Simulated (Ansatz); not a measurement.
CH₅AlOS₂ (SMILES C[O][Al]([SH])[SH]), singlet, geometry from GFN2-xTB (such geometries of metal compounds can be far from the true shape); SC-NEVPT2/6-31G, CASSCF(4,4) (Ansatz, an electronic-structure program).

Ansatz was given this input:
Ansatz 0.2 input:
```yaml
crystal:
  periodic: [false, false, false]
  atoms:
    - {symbol: Al, position_ang: [0.01289665, 0.07024960, 0.00365130]}
    - {symbol: O, position_ang: [-0.50474919, -1.38434163, -0.55574974]}
    - {symbol: C, position_ang: [-0.99087760, -2.56570599, -1.12962155]}
    - {symbol: H, position_ang: [-1.74384039, -2.33040246, -1.88346967]}
    - {symbol: H, position_ang: [-0.17005984, -3.10913164, -1.60121293]}
    - {symbol: H, position_ang: [-1.44031666, -3.19232877, -0.35628418]}
    - {symbol: S, position_ang: [1.02070056, 0.12540501, 1.95972218]}
    - {symbol: H, position_ang: [0.90085332, -1.18609046, 2.09978735]}
    - {symbol: S, position_ang: [-0.27371344, 1.91936224, -1.13959710]}
    - {symbol: H, position_ang: [0.31717243, 2.65740131, -0.20456145]}
basis:
  gaussian:
    orbitals: 6-31G
magnetization: {spin_polarized: false}
correlation: {method: sc_nevpt2, electrons: all, active_space: {window: {electrons: 4, orbitals: 4}}}
```

Output, abridged:

```
Functional definition: HF
781 factors; integrals over basis functions are off by at most 2.7e-4 eV
mean field evaluation 1: about -31359.9364 eV, gradient 3.5e1 eV
mean field evaluation 2: about -31359.9441 eV, gradient 3.5e1 eV
mean field evaluation 4: about -31362.8595 eV, gradient 3.0e0 eV
mean field evaluation 8: about -31362.8899 eV, gradient 1.5e-4 eV
mean field -31362.88986525 eV, -1152.5649440177 hartree, gradient 4.4e-6 eV, S^2 0.000000; 0 other end points of the search recorded, 0 dependent functions left out
reference -31362.88986525 eV, -1152.5649440177 hartree; 32, 32 occupied and 35, 35 virtual orbitals, 781 factors
state -31364.14128087 eV, -1152.6109326935 hartree
state -31364.14128087 eV, -1152.6109326935 hartree; corrected -31372.31877183 eV, -1152.9114499434 hartree
state -31363.62733937 eV, -1152.5920456916 hartree
state -31363.62733937 eV, -1152.5920456916 hartree; corrected -31372.54593579 eV, -1152.9197980650 hartree
state -31363.62733937 eV, -1152.5920456916 hartree; corrected -31372.54593579 eV, -1152.9197980650 hartree
state -31363.35277383 eV, -1152.5819555940 hartree
state -31363.35277383 eV, -1152.5819555940 hartree; corrected -31372.57818867 eV, -1152.9209833365 hartree
state -31363.35277383 eV, -1152.5819555940 hartree; corrected -31372.57818867 eV, -1152.9209833365 hartree
the orbitals are reached from a further start. From the first start the search ends at -31363.62731820 eV, -1152.5920449138 hartree
WARN: the results are in doubt because another end's mean lies 0.789 eV lower, and its corrected mean 0.259 eV higher
Total energy: -31372.57818867 eV, -1152.9209833365 hartree
In doubt: another end's mean lies 0.789 eV lower, and its corrected mean 0.259 eV higher
```
